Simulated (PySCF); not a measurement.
# r2SCAN on Ne (neon, neutral)

Configuration: [Ne], closed-shell 1S. Calculation: PySCF 2.14, in Sapporo-DZP-2012 (4s3p1d, 18 functions); the spin-free X2C one-electron Hamiltonian (Gaussian nucleus).

```json
{
 "Total energy": "-128.9898 hartree",
 "One-electron energy": "-182.7884 hartree",
 "Hartree (Coulomb) energy": "66.3206 hartree",
 "Exchange-correlation energy": "-12.5220 hartree",
 "⟨S²⟩": "0.0000",
 "⟨L²⟩": "0.000",
 "Sum of ⟨r⟩": "7.831 bohr",
 "Sum of ⟨r²⟩": "9.083 bohr²",
 "Langevin diamagnetic susceptibility": "-7.19 ×10⁻⁶ cm³/mol",
 "Time after the integrals": "0.23 s of wall time on 1 thread of Neoverse-N1 (shared host)"
}
```

```json
{"shell": "1s", "electrons": "2", "mean orbital energy (hartree)": "-30.75918", "rms radius, mean of both spins (bohr)": "0.183"}
{"shell": "2s", "electrons": "2", "mean orbital energy (hartree)": "-1.38256", "rms radius, mean of both spins (bohr)": "0.983"}
{"shell": "2p", "electrons": "6", "mean orbital energy (hartree)": "-0.47801", "rms radius, mean of both spins (bohr)": "1.09"}
```
